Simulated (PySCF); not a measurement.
H2O4S, SMILES O=S(=O)(O)O (connectivity only; charge and spin as stated), charge +1, multiplicity 2.

Coordinates come from a ωB97X-D3(BJ)/def2-SVP optimisation. The spin state was assumed, not searched. One conformer was computed; it need not be the lowest.

Level of theory: PBE/def2-TZVP (PySCF).

```json
{
 "total_energy": "-699.57001 hartree",
 "point_group": "C2v",
 "α spin, highest occupied and lowest empty level": "-15.14 and -7.43 eV",
 "β spin, highest occupied and lowest empty level": "-14.86 and -13.87 eV",
 "dipole_moment_about_the_centre_of_nuclear_charge": "1.10 D",
 "mean_static_polarisability": "33.9 bohr³ (5.02 Å³)",
 "polarisability_principal_values": "32.1, 34.4, 35.1 bohr³",
 "⟨S²⟩": "0.754 (pure state 0.75)"
}
```
